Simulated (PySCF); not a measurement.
Gas-phase reaction: 3 BH3 + 3 HCN → borazine + 3 CH2

Energies from PySCF, thermal terms from the rigid-rotor harmonic-oscillator model, ideal gas at 1 bar. † marks an energy on the PBE0/def2-TZVP geometry and frequencies; other levels use their own. MP2 and CCSD(T) freeze the core. 6-31G* has spherical d functions here. Open shells (unrestricted): CH2 (multiplicity 3); the rest are closed-shell singlets. B3LYP is the form with VWN-RPA correlation. MP2 isn't extrapolated to the basis-set limit; its ΔH°(298 K) is -56.5 kJ in def2-SVP and -6.7 kJ in def2-TZVPP. CCSD(T) isn't extrapolated to the basis-set limit. The harmonic model lacks anharmonicity and excited electronic states, which grow with temperature; levels with a mode under 35 cm⁻¹ are left out.

```json
[
 {"level": "B3LYP/6-31G*", "ΔE electronic, kJ": "-43", "ΔH°(298 K), kJ": "-11", "ΔS°(298 K), J/K": "-295", "ΔG°(1400 K), kJ": "399"},
 {"level": "B3LYP/def2-TZVP†", "ΔE electronic, kJ": "-45", "ΔH°(298 K), kJ": "-10", "ΔS°(298 K), J/K": "-295", "ΔG°(1400 K), kJ": "400"},
 {"level": "BLYP/def2-TZVP†", "ΔE electronic, kJ": "31", "ΔH°(298 K), kJ": "66", "ΔS°(298 K), J/K": "-295", "ΔG°(1400 K), kJ": "475"},
 {"level": "CCSD(T)/def2-SVP†", "ΔE electronic, kJ": "-94", "ΔH°(298 K), kJ": "-59", "ΔS°(298 K), J/K": "-295", "ΔG°(1400 K), kJ": "351"},
 {"level": "HF/6-31G*", "ΔE electronic, kJ": "-319", "ΔH°(298 K), kJ": "-286", "ΔS°(298 K), J/K": "-294", "ΔG°(1400 K), kJ": "122"},
 {"level": "MP2/def2-SVP†", "ΔE electronic, kJ": "-92", "ΔH°(298 K), kJ": "-57", "ΔS°(298 K), J/K": "-295", "ΔG°(1400 K), kJ": "353"},
 {"level": "PBE/def2-TZVP†", "ΔE electronic, kJ": "-101", "ΔH°(298 K), kJ": "-66", "ΔS°(298 K), J/K": "-295", "ΔG°(1400 K), kJ": "344"},
 {"level": "PBE0/def2-SVP†", "ΔE electronic, kJ": "-248", "ΔH°(298 K), kJ": "-213", "ΔS°(298 K), J/K": "-295", "ΔG°(1400 K), kJ": "197"},
 {"level": "PBE0/def2-TZVP", "ΔE electronic, kJ": "-179", "ΔH°(298 K), kJ": "-144", "ΔS°(298 K), J/K": "-295", "ΔG°(1400 K), kJ": "266"},
 {"level": "r2SCAN/def2-TZVP†", "ΔE electronic, kJ": "-205", "ΔH°(298 K), kJ": "-170", "ΔS°(298 K), J/K": "-295", "ΔG°(1400 K), kJ": "240"}
]
```
ΔH° is lowest at HF/6-31G* and highest at BLYP/def2-TZVP†. No reference value is set beside these.
